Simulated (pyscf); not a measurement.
**H₃C–CH•–OH, doublet**

Gas-phase minimum from PySCF at ωB97X-D3(BJ)/def2-SVP, one conformer. Other isomers of H₃C–CH•–OH were not searched in full and may lie lower. 

```xyz
8

C     -1.2790     0.6047    -0.2257
C      0.0494    -0.0515    -0.4077
O      0.0953    -1.3600    -0.7962
H     -1.8983     0.5266    -1.1391
H     -1.8658     0.1567     0.6035
H     -1.1553     1.6754    -0.0044
H      0.9013     0.2157     0.2257
H     -0.6980    -1.5608    -1.3079
```
Charge 0, spin multiplicity 2.

Bonded distances (Å): C1–C2 1.493, C1–H4 1.106, C1–H5 1.110, C1–H6 1.100, C2–O3 1.366, C2–H7 1.095, O3–H8 0.965. Angles (°): C2–C1–H4 111.5, C2–C1–H5 112.6, C2–C1–H6 110.6, H4–C1–H5 107.0, H4–C1–H6 107.3, H5–C1–H6 107.6, C1–C2–O3 119.1, C1–C2–H7 121.0, O3–C2–H7 111.9, C2–O3–H8 108.8.

Properties at ωB97X-D3(BJ)/def2-SVP:

* **Harmonic wavenumbers, unscaled**: 195, 356, 412, 595, 936, 1016, 1070, 1224, 1332, 1387, 1453, 1457, 1480, 2998, 3076, 3163, 3220, 3871 cm⁻¹
* **Zero-point energy**: 41.8 kcal/mol
* **Rotational symmetry number**: 1
* **Entropy of this conformer at 298 K and 1 atm, rigid rotor and harmonic oscillator, modes under 100 cm⁻¹ raised to 100**: 275.7 J/(mol K)
* **Dipole moment**: 1.62 D
* **Spin expectation value S2**: 0.753

Single-point totals, which compare only within one level (frozen core for MP2 and CC):

| level | total energy (hartree) |
|---|---|
| ωB97X-D3(BJ)/def2-TZVP | -154.49861 |
| PBE/def2-TZVP | -154.25288 |
| r²SCAN/def2-TZVP | -154.35777 |
| B3LYP-D3(BJ)/def2-TZVP | -154.45644 |
| PBE0-D3(BJ)/def2-TZVP | -154.26845 |
| M06-2X/def2-TZVP | -154.36806 |
| ωB97M-D3(BJ)/def2-TZVP | -154.47509 |
| UHF/def2-TZVPP | -153.52312 |
| MP2/def2-TZVPP | -154.08724 |
| CCSD/def2-TZVPP | -154.11690 |
| CCSD(T)/def2-TZVPP | -154.13840 |

Soft torsions are taken as harmonic, which can shift the entropy by several J/(mol K). The CCSD(T) − MP2 part came from Ansatz, without density fitting, on the same reference.
